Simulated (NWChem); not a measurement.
GeNH2F3; SMILES [NH2][Ge]([F])([F])[F]

```xyz
7

N     -0.0083    -1.7723     0.4331
Ge    -0.0001    -0.0171    -0.0112
F     -1.3938     0.3589    -0.9467
F      1.4025     0.3481    -0.9376
F      0.0001     1.1231     1.2889
H     -0.8424    -2.0426     0.9482
H      0.8204    -2.0489     0.9535
```
Atoms are numbered in this order, from 1.

Level: B3LYP/6-31G* (spherical d) (NWChem), optimised geometry, unscaled harmonic frequencies. 

List the harmonic frequencies with IR intensities, and the thermochemistry.


| frequency (cm⁻¹) | IR intensity (km/mol) |
|---|---|
| 41 | 32.0 |
| 184 | 4.3 |
| 228 | 13.6 |
| 241 | 14.6 |
| 255 | 21.6 |
| 273 | 44.9 |
| 582 | 173.0 |
| 692 | 39.9 |
| 746 | 74.2 |
| 760 | 74.4 |
| 763 | 72.8 |
| 954 | 26.0 |
| 1615 | 36.1 |
| 3515 | 26.2 |
| 3615 | 31.0 |

```json
{
  "zero_point_energy": "20.7 kcal/mol",
  "thermal correction to the enthalpy at 298.15 K (with zero-point energy)": "25.5 kcal/mol",
  "heat capacity Cv": "21.4 cal/(mol K)",
  "entropy at 298.15 K and 1 atm (symmetry number 1)": "83.5 cal/(mol K)",
  "dipole_moment": "3.31 D"
}
```

Rigid rotor and harmonic oscillator; modes under 100 cm⁻¹ make the entropy uncertain.
